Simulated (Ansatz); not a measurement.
Total energies of AlGeH4NO (`[NH2][GeH]1[O][AlH]1`).

```xyz
8

N    -1.2894    1.0375   -0.5886
Ge    0.3541    0.2548   -0.5132
O     0.3624   -1.5025    0.1980
Al    1.3498   -0.7353    1.3477
H    -1.8661    0.8079   -1.3845
H    -1.8388    1.0505    0.2564
H     0.8065    0.1980   -1.9869
H     2.1216   -1.1109    2.6711
```

The species carries charge 0 and has multiplicity 1. Correlated methods include outer-core shells of Ge, which these sets cover unevenly. Scalar relativity is left out up to krypton. Geometry: relaxed with PBE0-D4/def2-TZVP. It is one conformer, not always the lowest. Basis def2-TZVPP, Ansatz 0.2.0.

RPA on PBE orbitals: Hartree–Fock energy of these orbitals -2448.95005 Eh, correlation -1.23660 Eh (frozen core).

```tsv
functional	energy without D4 (Eh)	D4 term (kJ/mol)
LDA (SPW92)	-2446.71220	–
PBE	-2451.32070	-15.5
revPBE	-2451.66238	-41.6
BLYP	-2451.95043	-33.4
B97M-V	-2451.44142	–
PBE0	-2451.39433	-13.2
r2SCAN0	-2451.76851	-4.3
LC-ωPBE	-2451.47695	–
ωB97M-V	-2451.74027	–
PBE-QIDH	-2450.96151	–
```

(1) Give the same for r2SCAN, B3LYP, r2SCANh, HSE06 (plane-wave form), BHLYP, CAM-B3LYP, ωB97X-V, B2PLYP. (Estimate.)

B3LYP takes the VWN-RPA correlation (the form of Gaussian; ORCA's B3LYP/G). HSE06 is the plane-wave form, built on full-range PBE exchange. The double hybrids freeze the cores in their second-order part.

Answers

(1) Ansatz gave: 
| functional | energy without D4 (Eh) | D4 term (kJ/mol) |
| --- | --- | --- |
| r2SCAN | -2451.81643 | -3.6 |
| B3LYP | -2451.98793 | -25.3 |
| r2SCANh | -2451.79663 | -3.9 |
| HSE06 (plane-wave form) | -2451.38278 | -12.4 |
| BHLYP | -2451.82411 | -21.7 |
| CAM-B3LYP | -2451.99415 | -13.6 |
| ωB97X-V | -2451.64075 | – |
| B2PLYP | -2451.34423 | – |

LC-ωPBE has ω = 0.4 bohr⁻¹.
